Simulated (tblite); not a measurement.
Species: C₇H₁₃OP.
Z-matrix (Å and degrees, GFN2-xTB geometry), rows numbered from 1:
```
C 
P   1  1.6988
C   2  1.8289  1  108.41
C   2  1.7927  1  111.50  3   117.10
C   4  1.3370  2  112.87  1   152.98
O   5  1.3481  4  128.86  2   178.08
C   6  1.4099  5  117.25  4    -0.55
C   5  1.5090  4  117.40  2    -0.96
C   8  1.5230  5  107.56  4   -16.03
H   1  1.0879  2  111.46  3    54.83
H   1  1.0878  2  111.82  3  -179.40
H   3  1.0882  2  107.43  1    49.25
H   3  1.0885  2  109.47  1   -69.02
H   3  1.0882  2  110.70  1   169.86
H   4  1.0758  2  120.36  1   -27.75
H   7  1.0884  6  106.14  5  -179.29
H   7  1.0941  6  110.98  5    61.51
H   7  1.0944  6  111.12  5   -60.15
H   8  1.0914  5  109.55  4  -138.61
H   8  1.0930  5  108.47  4   104.55
H   9  1.0902  2  112.65  1    92.75
H   9  1.0939  2  106.55  1   -25.29
```

Method: GFN2-xTB as coded in tblite; computed harmonic values from a numerical Hessian at the method's own geometry, unscaled. Against measured fundamentals such values can be off by several per cent, at times by over 20. One conformer, not necessarily the lowest.

Harmonic wavenumbers (cm⁻¹): 80.1, 99.0, 122.8, 165.9, 172.2, 195.6, 221.2, 244.1, 279.2, 311.5, 370.2, 415.1, 443.0, 489.5, 541.0, 629.3, 709.4, 725.8, 748.8, 755.8, 807.5, 808.9, 857.1, 892.5, 931.0, 936.5, 1010.7, 1025.1, 1056.0, 1095.9, 1123.1, 1132.3, 1142.4, 1178.3, 1217.9, 1236.4, 1295.4, 1302.1, 1393.3, 1399.0, 1419.2, 1432.4, 1442.0, 1462.5, 1470.2, 1478.1, 1651.4, 2941.1, 2942.2, 2954.9, 2955.8, 2965.3, 2979.9, 2982.5, 2983.6, 3000.2, 3006.4, 3014.8, 3032.2, 3112.1.

A = 2453, B = 900.6, C = 796.6 MHz; mass 144.070 u (most abundant isotopes); point group C1, symmetry number 1.

Question: Zero-point energy?

Answer: Half the sum of the wavenumbers: 39394 cm⁻¹ = 112.63 kcal/mol.

Question: Give the ideal-gas entropy at 200 K and 1 bar in the rigid-rotor, harmonic-oscillator model (classical rotation).

Answer: Translation 38.85, rotation 28.40, vibration 19.44: S = 86.7 cal/(mol K).

Question: And Cp and H(200 K) − H(0)?

Answer: Cp = 32.26 cal/(mol K), of which vibrations give 24.31 (their classical limit is 60 R = 119.2); H(200 K) − H(0) = 3.91 kcal/mol without the zero-point energy, 2.32 from vibrations.

Question: How do the functions run with temperature in this model?

Answer: 
| T (K) | S (cal/(mol K)) | Cp (cal/(mol K)) | H − H(0) (kcal/mol) | G − H(0) (kcal/mol) | ln q(vib) |
| --- | --- | --- | --- | --- | --- |
| 100 | 69.0 | 20.0 | 1.28 | -5.62 | 1.20 |
| 300 | 102.1 | 44.4 | 7.74 | -22.88 | 6.92 |
| 500 | 130.0 | 65.8 | 18.87 | -46.14 | 12.93 |
| 800 | 165.8 | 86.2 | 41.93 | -90.69 | 21.66 |
| 1000 | 186.0 | 95.1 | 60.10 | -125.91 | 27.08 |

q(vib) and H(0) count from the zero-point level.

Question: Blend soft modes into free rotors: weight 1/[1 + (100 cm⁻¹/ν̃)⁴] for the oscillator and the rest for a rotor with moment μB/(μ + B), μ = h/(8π²ν), B = 10⁻⁴⁴ kg m². What vibrational entropy results?

Answer: 19.13 cal/(mol K) in place of 19.44, which changes −T·S at 200 K by +0.06 kcal/mol.

Question: What must be added to the electronic energy to get the Gibbs energy at 200 K and 1 bar?

Answer: ZPE + [H(200 K) − H(0)] − T·S = 112.63 + 3.91 − 17.34 = 99.20 kcal/mol.

Question: Which modes carry the vibrational entropy at 200 K?

Answer: 80.1 cm⁻¹: 3.11; 99.0 cm⁻¹: 2.70; 122.8 cm⁻¹: 2.30; 165.9 cm⁻¹: 1.75; 172.2 cm⁻¹: 1.68; 195.6 cm⁻¹: 1.46 cal/(mol K); the other 54 give 6.44 together.

Hindered rotation and anharmonicity are outside this model. Other conformers, if any are populated, would add a mixing term that is left out. The structure is chiral; the term R ln 2 for an equal mix with its mirror image is left out.
